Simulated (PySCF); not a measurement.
# HgF2: from structure and modes to constants

Method: PySCF, PBE0, basis Hg def2-TZVP with ECP60, F def2-TZVP (scalar-relativistic core potentials, no spin–orbit coupling, density fitting).

The singlet minimum has D∞h symmetry. Masses (u): Hg 201.97063, F 18.99840.

```xyz
3
charge 0 multiplicity 1, angstrom
Hg    0.0000    0.0000    0.0000
F     1.9176    0.0000    0.0000
F    -1.9176    0.0000    0.0000
```

Harmonic wavenumbers (cm⁻¹): 178.7 (πu, ×2), 581.6 (σg+, ×1), 657.1 (σu+, ×1).

(1) Find the principal moments of inertia and the rotational constants. What kind of rotor is it?

(2) What is the harmonic zero-point energy?

(3) Find the bond force constant k and the stretch–stretch coupling k′ of the valence force field.

Results:

(1) About the centre of mass I = 139.73 u Å². With B = 16.8576/I this gives 0.1206 cm⁻¹. The molecule is linear.

(2) Half the sum of all 4 wavenumbers, 1596/2 = 798 cm⁻¹, which is 9.5 kJ/mol (1 cm⁻¹ = 0.0119627 kJ/mol).

(3) For linear XMX, 4π²c²ω(σg)² = (k + k′)/mX and 4π²c²ω(σu)² = (k − k′)(1 + 2mX/mM)/mX. So k + k′ = 3.787 and k − k′ = 4.067 mdyn/Å, giving k = 3.927 and k′ = -0.140 mdyn/Å.

Spin–orbit coupling, left out here, can matter for elements this heavy.
